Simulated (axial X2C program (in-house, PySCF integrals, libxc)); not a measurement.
**What spin–orbit coupling does to BeN⁻**

All values were computed with an in-house relativistic program for diatomic molecules. Spin-free means the one-electron spin-free X2C Hamiltonian; two-component (2c) means X2C with spin–orbit coupling and atomic mean-field two-electron Coulomb and Gaunt terms, so the difference of the two also holds small scalar two-electron terms. Basis: N dyall-av3z [7s7p3d2f], Be dyall-av3z [9s9p4d2f] (cores contracted in-house); Gaussian nuclei, density fitting, unrestricted open shells. Masses: N 14.003 u, Be 9.012 u.

Spin-free state: M_S = 1, Λ = 1 (beyond evenly filled blocks: σα, π+α, π+β, π-α); fragments N + Be- for PBE0, HF; N- + Be for TPSS.

| level | Re (Å) | ωe (cm⁻¹) | μ (D) |
| --- | --- | --- | --- |
| PBE0 | 1.495 | 1158.3 | -0.11 |
| HF | 1.483 | 1095.6 | 0.55 |
| TPSS | 1.516 | 1096.5 | -0.57 |

Dipoles are positive if Be is the positive end and refer to the centre of mass.

Two-component determinant lowest at the distance of the search:

Ω = 2 (⟨Sz⟩ = 1.00, ⟨Lz⟩ = 1.00 at PBE0); fragments N + Be- for PBE0, HF; N- + Be for TPSS.

| level | Re (Å) | ωe (cm⁻¹) | μ (D) |
| --- | --- | --- | --- |
| PBE0 | 1.495 | 1158.6 | -0.12 |
| HF | 1.483 | 1098.7 | 0.55 |
| TPSS | 1.516 | 1096.7 | -0.57 |

Question: From the two tables, how do the constants change at the PBE0 level (2c against spin-free)?

Answer: At the PBE0 level Re is unchanged within 0.001 Å and ωe rises by 0.3 cm⁻¹.

One determinant describes the state; a PBE0 search over occupations chose it and may have missed a lower one. De is not given where an atomic determinant may have missed its ground term or J level, or where the truncated virtual space spoils (T). Density functionals use the spin component along the axis (collinear). The highest occupied level is positive at some bond lengths even in Hartree–Fock (under at least one Hamiltonian), so the basis set holds the extra electron there; where that holds at Re the anion is at best weakly bound and its constants depend on the basis. PBE0 can misorder states that lie within some tenths of an eV, so this need not be the ground state of the molecule. The nearest other spin-free determinant of the search, M_S = 0, Λ = 1, lies 0.03 eV up at the distance of the search. Without a current term, density functionals place determinants with orbital angular momentum somewhat too high. With several unpaired electrons one determinant need not be a pure state. A state of lower Ω lies just above, and one determinant can place such states too high, so the state shown need not be the lowest. The search has Ω = 1 only 0.03 eV up. Open-shell Ω = 0 determinants with evenly filled partner blocks cannot be reached by this program, so the Ω shown need not be the lowest component. Some points did not converge and are left out. The determinant is spin-polarised beyond a pure state at some levels (its spin-free form has ⟨S²⟩ too high), which makes Re and μ there less reliable.
